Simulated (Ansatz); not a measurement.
Geometry optimisation, Ansatz 0.2.0, RKS PBE0/def2-SVP.

input.yaml

```yaml
crystal:
  periodic: [false, false, false]
  atoms:
    - { symbol: Zn, position_ang: [-0.335938, -0.033647, 0.029439] }
    - { symbol: O, position_ang: [-0.341096, 0.269215, 1.79294] }
    - { symbol: H, position_ang: [-0.883367, -0.339689, 2.30655] }
    - { symbol: O, position_ang: [-0.42672, -0.188039, -1.724977] }
    - { symbol: H, position_ang: [0.352181, -0.597702, -2.115724] }
    - { symbol: Br, position_ang: [2.923215, -0.976664, 1.285697] }
    - { symbol: H, position_ang: [1.754724, -0.358574, 1.999775] }
basis:
  gaussian: { orbitals: def2-SVP }
hamiltonian:
  xc: pbe0
relax:
  f_tol: 0.03
  max_steps: 50
output:
  orbitals: {}
```

Run as:

```bash
$ ansatz run input.yaml --threads 2 --pin off --max-ram 3072MiB --backend cpu --events-out ev --progress --plain --runs-dir out
```

Q: Where does it end, and by what steps?

A: It converged. After 27 steps the energy has fallen by 1.821 eV; H7 moved furthest, 2.05 Å. Parted: Br6–H7 (1.50 → 4.26 Å). Joined: Zn1–Br6 (3.62 → 2.25 Å), O2–H7 (2.20 → 0.96 Å).

```
step  energy less start (eV)  largest force component (eV/Å)  accepted
   0                  0.0000                           1.116       yes
   1                 -0.1529                           0.623       yes
   2                 -0.2213                           0.908       yes
   3                 -0.2813                           0.714       yes
   4                 -0.4539                           0.923       yes
   5                 -0.7361                           1.402       yes
   6                 -1.1047                           0.848       yes
   7                 -1.3416                           3.088       yes
   8                 -1.5553                           0.674       yes
   9                 -1.5741                           1.669       yes
  10                 -1.6347                           0.619       yes
  11                 -1.6516                           0.493       yes
  12                 -1.6861                           0.265       yes
  13                 -1.6969                           0.147       yes
  14                 -1.7016                           0.485       yes
  15                 -1.7090                           0.247       yes
  16                 -1.7156                           0.174       yes
  17                 -1.7110                           1.048        no
  18                 -1.7226                           0.163       yes
  19                 -1.7300                           0.327       yes
  20                 -1.7392                           0.698       yes
  21                 -1.7487                           0.966       yes
  22                 -1.7820                           0.507       yes
  23                 -1.8015                           0.624       yes
  24                 -1.7861                           0.614        no
  25                 -1.8187                           0.208       yes
  26                 -1.8173                           0.205        no
  27                 -1.8209                           0.017       yes
```

```xyz
7
Properties=species:S:1:pos:R:3
Zn 1.295 -0.422 0.148
O -0.001 0.155 1.738
H -0.695 0.071 1.040
O -0.342 -0.365 -0.653
H -0.473 -0.423 -1.601
Br 3.497 -0.802 0.443
H -0.238 -0.439 2.459
```

Whether the end is a true minimum wasn't checked by a vibrational analysis.

Run time: 100 s on 2 threads of Arm Neoverse V1, on a shared host, peak memory 0.26 GiB.
